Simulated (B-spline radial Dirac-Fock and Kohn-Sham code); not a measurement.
Dipole and non-dipole photoemission parameters of S 3p1/2

System: the free sulfur atom in the configuration [Ne] 3s2 3p4; threshold 9.80 eV (orbital energy of the model). The computed values come from a radial finite-basis atomic code: Dirac-Hartree-Slater photoionisation with a Latter tail; cross sections with all multipoles, angular parameters from the dipole term and its interference with E2.

The run's input, task.json:

```json
{"items": [{
  "Z": 16,
  "q": 0,
  "cfg": [[1, 0, 2], [2, 0, 2], [2, 1, 6], [3, 0, 2], [3, 1, 4]],
  "A": 32,
  "rrms": 3.2611,
  "do": "xps",
  "hv": [60, 63.3, 79.9, 80, 84.5, 85.8, 99.4, 115.0, 116.0, 164.0, 172.0, 176.0, 230.0, 239.0, 302.0, 328.0, 600, 704.0, 800, 903.0, 1000, 1253.6, 1320.0, 1486.9, 2080.0, 3220.0, 3270.0, 4400.0, 5550.0, 15000],
  "edges": {"K": 2472.0, "L1": 230.9, "L2": 163.6, "L3": 162.5}
}]}
```

Launch: `python xray2_run.py task.json out`

| hν (eV) | σ (kb) | β | γ | δ |
| --- | --- | --- | --- | --- |
| 60 | 241 | 1.007 | 0.004 | -0.008 |
| 63.3 | 241 | 1.085 | -0.003 | -0.007 |
| 79.9 | 215 | 1.330 | -0.020 | -0.002 |
| 80 | 215 | 1.331 | -0.020 | -0.002 |
| 84.5 | 205 | 1.371 | -0.022 | -0.001 |
| 85.8 | 202 | 1.382 | -0.022 | -0.001 |
| 99.4 | 172 | 1.467 | -0.021 | 0.001 |
| 115 | 142 | 1.526 | -0.016 | 0.002 |
| 116 | 141 | 1.529 | -0.015 | 0.002 |
| 164 | ? | ? | ? | ? |
| 172 | 74.0 | 1.608 | 0.020 | 0.005 |
| 176 | 70.9 | 1.610 | 0.023 | 0.005 |
| 230 | 41.9 | 1.616 | 0.062 | 0.007 |
| 239 | 38.8 | 1.615 | 0.068 | 0.007 |
| 302 | 23.5 | 1.596 | 0.113 | 0.009 |
| 328 | 19.5 | 1.586 | 0.130 | 0.010 |
| 600 | 4.52 | 1.453 | 0.286 | 0.018 |
| 704 | 2.96 | 1.404 | 0.334 | 0.022 |
| 800 | 2.09 | 1.362 | 0.373 | 0.025 |
| 903 | 1.49 | 1.318 | 0.411 | 0.029 |
| 1000 | 1.12 | 1.279 | 0.443 | 0.032 |
| 1253.6 | 0.578 | 1.188 | 0.516 | 0.042 |
| 1320 | 0.495 | 1.166 | 0.533 | 0.045 |
| 1486.9 | 0.345 | 1.115 | 0.570 | 0.051 |
| 2080 | 0.121 | 0.963 | 0.674 | 0.075 |
| 3220 | 0.0289 | 0.766 | 0.796 | 0.118 |
| 3270 | 0.0274 | 0.759 | 0.801 | 0.119 |
| 4400 | 0.00995 | 0.633 | 0.880 | 0.157 |
| 5550 | 0.00441 | 0.543 | 0.944 | 0.192 |
| 15000 | 0.000113 | 0.246 | 1.246 | 0.401 |

**Question.** Give the values at 164 eV.

**Answer.** σ = 80.7 kb, β = 1.604, γ = 0.014, δ = 0.005.
